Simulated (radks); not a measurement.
Excited configurations of Tb56+: one electron is placed in a higher orbital outside [He] 2s2 2p4. The ground configuration is [He] 2s2 2p5. Calculated with a radial shooting solver on a logarithmic mesh with Libxc functionals: scalar-relativistic Kohn-Sham, PBE, spin-polarised, spherical densities, finite nucleus; open shells are filled with parallel spins first (spin-orbit coupling, left out, can overturn this in heavy ions); Fermi nuclear charge, rms radius 5.06 fm. Excitation = E - E(ground); binding = E(ion) - E, where the ion is the core of charge +57; n* = 57/sqrt(2 binding) in atomic units. These energies are relativistic, and a one-electron ion of charge +57 with no core already has n* below n in this formula (scalar-relativistic equation, point nucleus: 3d 2.987, 4s 3.926, 5p 4.955, 5d 4.978, 6d 5.976, 6f 5.986, 7d 6.975).

outer orbital	excitation (eV)	binding (eV)	n*	eigenvalue (eV)
3d	7158.0	5042.5	2.961	-4981.4
4s	9169.2	3031.3	3.819	-3007.8
5p	10346.6	1853.8	4.883	-1840.0
5d	10391.6	1808.9	4.943	-1794.2
6d	10946.4	1254.1	5.937	-1244.3
6f	10959.0	1241.4	5.967	-1231.1
7d	11280.4	920.07	6.931	-913.31

The Delta-SCF ionisation energy is 12200.5 eV (NIST Atomic Spectra Database: 11957 eV, theoretical). Self-interaction in the functional shifts the binding energies and quantum defects, so they are the method's values and not measured ones. Open shells are spherical and high-spin; term and fine-structure splittings are not resolved. Spin-orbit splitting is averaged out at the scalar-relativistic level.
